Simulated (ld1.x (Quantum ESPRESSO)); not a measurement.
**Zn, TM: configuration errors across variants**

zinc (Zn), norm-conserving Troullier–Martins (Kleinman–Bylander form), made with ld1.x (Quantum ESPRESSO) 7.5 (PBEsol, scalar-relativistic). Core [Ar], reference 3d10 4s2 4p0. Waves: 4s (bound): rc 2.25 bohr; 4p (bound, empty): rc 2.85 bohr; 3d (bound): rc 0.80 bohr. Local part: the d channel. Core correction: a·sin(br)/r model core inside 0.50 bohr.

All-electron excitation energies from the reference (eV): (1) 3d10 4s1 4p0 9.899; (2) 3d10 4s0 4p0 28.248; (3) 3d9 4s0 4p0 68.757; (4) 3d10 4s1.5 4p0 3.950; (5) 3d10 4s0 4p2 10.603; (6) 3d10 4s0 4p1 16.257.

Tests that are not counted but printed errors over 1 eV. “base”: 3d9 4s2 4p1 (solver errors, printed error -36.7 eV). “wave 4s (bound): rc 2.25 bohr becomes 4s (bound): rc 2.44 bohr”: 3d9 4s2 4p1 (solver errors, printed error -36.8 eV).

2 further variants failed, have other tests or another functional or relativity, and are left out.

A true bound ghost makes a file unfit for plane-wave use even where its test errors are small: the radial tests pick states by their node count and pass the ghost by. Where a test does run into it, the solver fails or the error is huge.

Errors AE − PS in meV (a dash: test not solved or not reliable):

```tsv
change	(1)	(2)	(3)	(4)	(5)	(6)	bound ghosts
base	-6.2	-58	-140	-1.1	-5.3	-11	s, p
all radii but the core radius scaled by about 1.36 (s 3.06, p 3.86, d 1.08 bohr)	-13	-152	-678	-1.8	-52	-63	s, p
wave 3d (bound): rc 0.80 bohr becomes 3d (bound): rc 1.18 bohr	-6.6	-50	-185	-1.3	-4.1	-9.8	s, p
wave 4s (bound): rc 2.25 bohr becomes 4s (bound): rc 2.44 bohr	-5.6	-66	-230	-0.9	-13	-19	s, p
```

Task: Give the same row for: local potential the s channel.

Result: -8.7, -61, -502, -1.8, -9.0, -18; bound ghosts: none.
